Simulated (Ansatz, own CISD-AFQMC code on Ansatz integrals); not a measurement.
H5NSi2, SMILES `[SiH2]=N[SiH3]` (charge 0, multiplicity 1).

Cartesian coordinates (Å):
SMILES: [SiH2]=N[SiH3]
```xyz
8

Si     1.7446    -0.1018     0.0308
N      0.2310    -0.5234    -0.0618
Si    -1.3817     0.0027    -0.1718
H      2.8223    -1.1128     0.1120
H      2.2773     1.2866     0.0491
H     -2.0014    -0.5343    -1.4144
H     -2.1563    -0.5056     0.9935
H     -1.5357     1.4887    -0.1994
```
Charge 0, spin multiplicity 1.

Frozen-core energies in cc-pVDZ from Ansatz (a first-principles code) at a geometry from PBE0-D3(BJ)/def2-TZVP; the HF reference has <S^2> = 0.00 and the T1 diagnostic is 0.018.

```tsv
level	energy (Ha)
HF	-635.19718
MP2	-635.56337
CCSD	-635.60424
```

Task: Estimate the energies of CCSD(T), CCSDT, phaseless AFQMC, CISD trial (own CISD-AFQMC code on Ansatz integrals; ±0.39 mHa) and CCSDT(Q), and give each level's difference from CCSDT(Q).

Result: 
| level | energy (Ha) | difference from CCSDT(Q) (mHa) |
|---|---|---|
| MP2 | -635.56337 | 56.26 |
| CCSD | -635.60424 | 15.39 |
| CCSD(T) | -635.61735 | 2.28 |
| CCSDT | -635.61839 | 1.24 |
| phaseless AFQMC, CISD trial (own CISD-AFQMC code on Ansatz integrals; ±0.39 mHa) | -635.61966 | -0.03 |
| CCSDT(Q) | -635.61963 | 0.00 |
